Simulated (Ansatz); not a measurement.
Consider the stannylene formation by 1,1-elimination: `[NH2][SnH]([OH])[Cl]` → NH₃ + `[OH][Sn][Cl]`.

Program: Ansatz. Geometries: PBE0-D4/def2-TZVP. ΔE: electronic, gas phase. CCSD(T)/CBS is the MP2 limit (def2-TZVPP, def2-QZVPP) plus CCSD(T) − MP2 in def2-TZVPP, frozen cores. This one scheme is used for every species. Functionals use def2-TZVPP. B3LYP here is the variant with VWN-RPA as its local correlation; programs differ in this. HSE06 is defined as in plane-wave codes. Elements past krypton have def2 core potentials. For Sn outer-core shells are correlated without core-valence functions, which leaves a few kJ/mol of doubt a bond. One conformer a species, not always the lowest.

`[NH2][SnH]([OH])[Cl]`:

Z-matrix (Å, degrees):
```
Sn
O 1 1.948
Cl 1 2.344 2 104.2
N 1 1.996 2 103.9 3 -119.6
H 1 1.696 2 114.1 3 117.3
H 2 0.961 1 112.2 3 -16.3
H 4 1.011 1 114.9 2 175.0
H 4 1.012 1 113.1 2 49.4
```

NH₃:

```xyz
4

N    -0.222   -0.103    0.139
H    -0.415    0.810   -0.254
H     0.585   -0.002    0.742
H     0.052   -0.705   -0.627
```

`[OH][Sn][Cl]`:

Z-matrix (Å, degrees):
```
O
Sn 1 1.974
H 1 0.961 2 114.9
Cl 2 2.361 1 94.3 3 -180.0
```

| level | ΔE (kJ/mol) | difference from CCSD(T)/CBS |
| --- | --- | --- |
| PBE-D4 | -50.9 | -20.0 |
| revPBE-D4 | -55.9 | -25.0 |
| PBE0-D4 | -34.3 | -3.4 |
| r2SCANh-D4 | -32.2 | -1.3 |
| PBE-QIDH | -22.7 | 8.2 |
| PBE | -57.8 | -26.9 |
| r2SCAN | -37.0 | -6.1 |
| PBE0 | -40.4 | -9.5 |
| B3LYP | -67.5 | -36.6 |
| r2SCANh | -34.2 | -3.3 |
| HSE06 | -40.6 | -9.7 |
| BHLYP | -46.0 | -15.1 |
| RPA@PBE/def2-TZVPP | -34.5 | -3.6 |
| CCSD(T)/def2-SVP | -27.7 | 3.2 |
| CCSD(T)/def2-TZVPP | -26.4 | 4.5 |
| HF/CBS(def2) | -35.0 | -4.1 |
| CCSD(T)/CBS | -30.9 | 0 |

Largest T1 diagnostic among the species: 0.017.

The D4 term adds +10.9 kJ/mol with B3LYP and +6.1 kJ/mol with PBE0; it sums over pairs of atoms, weighted by their polarisabilities, and B3LYP, whose exchange is more repulsive, gets the larger term. From r2SCAN to r2SCAN0 (25 % exact exchange), in def2-TZVPP and without D4, ΔE moves by +7.2 kJ/mol.
